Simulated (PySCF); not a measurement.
First SCF of a structure search on doublet CuN(OH), at a hand-made bent (heavy-atom frame) geometry. PySCF input:

```python
from pyscf import gto, scf, dft
mol = gto.M(atom='''
Cu     0.000000     0.000000     0.000000
N      1.433500     0.000000     1.003800
O     -1.433500     0.000000     1.003800
H     -1.939000     0.735400     1.357700''',
    basis={'Cu': 'def2-TZVP', 'N': 'def2-TZVP', 'O': 'def2-TZVP', 'H': 'def2-TZVP'},
    charge=0, spin=1)
mf = dft.UKS(mol, xc='PBE0')
mf.grids.atom_grid = (50, 194)
aux = {'Cu': 'def2-universal-JKFIT', 'N': 'def2-universal-JKFIT', 'O': 'def2-universal-JKFIT', 'H': 'def2-universal-JKFIT'}
mf = mf.density_fit(auxbasis=aux)
mf.conv_tol = 1e-08
mf.diis_space = 10
mf.max_cycle = 60
mf.init_guess = 'minao'
mf.verbose = 4
mf.kernel()
```

Excerpt of the output (cycles alone):

```
init E= -1770.17840497329
cycle= 1 E= -1765.84068609772  delta_E= 4.34  |g|= 4.53  |ddm|=  1.7
cycle= 2 E= -1750.08891362465  delta_E= 15.8  |g|= 8.68  |ddm|=  6.2
cycle= 3 E= -1769.28401968265  delta_E= -19.2  |g|=  2.6  |ddm|= 5.32
cycle= 4 E= -1768.09982503867  delta_E= 1.18  |g|= 2.21  |ddm|= 1.76
cycle= 5 E= -1769.85051106424  delta_E= -1.75  |g|= 1.23  |ddm|= 1.54
cycle= 6 E= -1770.30231127657  delta_E= -0.452  |g|= 0.865  |ddm|= 1.45
cycle= 7 E= -1770.57522185371  delta_E= -0.273  |g|= 0.145  |ddm|= 0.428
cycle= 8 E= -1770.58191238546  delta_E= -0.00669  |g|= 0.0621  |ddm|= 0.13
cycle= 9 E= -1770.58635848915  delta_E= -0.00445  |g|= 0.027  |ddm|= 0.0815
cycle= 10 E= -1770.58835617166  delta_E= -0.002  |g|= 0.0284  |ddm|= 0.0453
cycle= 11 E= -1770.58070630026  delta_E= 0.00765  |g|= 0.0234  |ddm|= 0.222
cycle= 12 E= -1770.57996922488  delta_E= 0.000737  |g|= 0.0128  |ddm|= 0.127
cycle= 13 E= -1770.58035952885  delta_E= -0.00039  |g|= 0.00932  |ddm|= 0.0529
... 11 lines left out ...
cycle= 25 E= -1770.58167302842  delta_E= -6.2e-07  |g|= 0.000166  |ddm|= 0.00232
cycle= 26 E= -1770.58167331275  delta_E= -2.84e-07  |g|= 0.000126  |ddm|= 0.00188
cycle= 27 E= -1770.58167346696  delta_E= -1.54e-07  |g|= 0.000106  |ddm|= 0.000942
cycle= 28 E= -1770.58167366997  delta_E= -2.03e-07  |g|= 7.37e-05  |ddm|= 0.00169
cycle= 29 E= -1770.58167373867  delta_E= -6.87e-08  |g|= 8.51e-05  |ddm|= 0.000689
cycle= 30 E= -1770.58167377627  delta_E= -3.76e-08  |g|= 6.17e-05  |ddm|= 0.000536
cycle= 31 E= -1770.58167379911  delta_E= -2.28e-08  |g|= 6.67e-05  |ddm|= 0.000332
cycle= 32 E= -1770.58167380384  delta_E= -4.73e-09  |g|= 6.62e-05  |ddm|= 0.000107
Extra cycle  E= -1770.58167381879  delta_E= -1.5e-08  |g|= 0.000165  |ddm|= 0.000218
converged SCF energy = -1770.58167381879  <S^2> = 1.0103854  2S+1 = 2.2453377
```

This is not the lowest solution: another start and a stability analysis within the same unrestricted form found one 58.0 kJ/mol lower, at -1770.60376 Eh.

With open d or f shells other occupations or spin states may lie lower.

The search for the lowest solution, 3 starts and the stability check together, took 16 s on 4 threads of a shared Arm Neoverse V1 host, with 113 basis functions; the process peaked at 0.59 GiB.
